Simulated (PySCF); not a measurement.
Si(H)(Cl) anion (ClHSi), SMILES [SiH]Cl (connectivity only; charge and spin as stated), charge -1, multiplicity 2. Geometry optimised at B3LYP-D3(BJ)/def2-TZVPD. The multiplicity is an assumed one; other spin states were not compared. The isomer is the one that the SMILES or the coordinates give; other isomers of the formula were not compared.

These are B3LYP-D3(BJ)/def2-TZVPD in PySCF values and carry that method's errors.

Harmonic wavenumbers (cm⁻¹): 336, 713, 1862. Rotational constants (GHz): 218.9, 6.050, 5.887; symmetry number 1.

### Question
Work out the zero-point energy and the ideal-gas rigid-rotor harmonic-oscillator thermochemistry at 298.15 K and 1 atm.

### Answer
ZPE = ½ Σ hcν = ½ × 2912 cm⁻¹ = 17.41 kJ/mol. H − E(el) = 28.61 kJ/mol. Entropy in J/(mol K): translation 160.72, rotation 88.91, vibration 6.38, spin 5.76, total 261.77. G − E(el) = -49.44 kJ/mol. Cp = 43.42 J/(mol K).
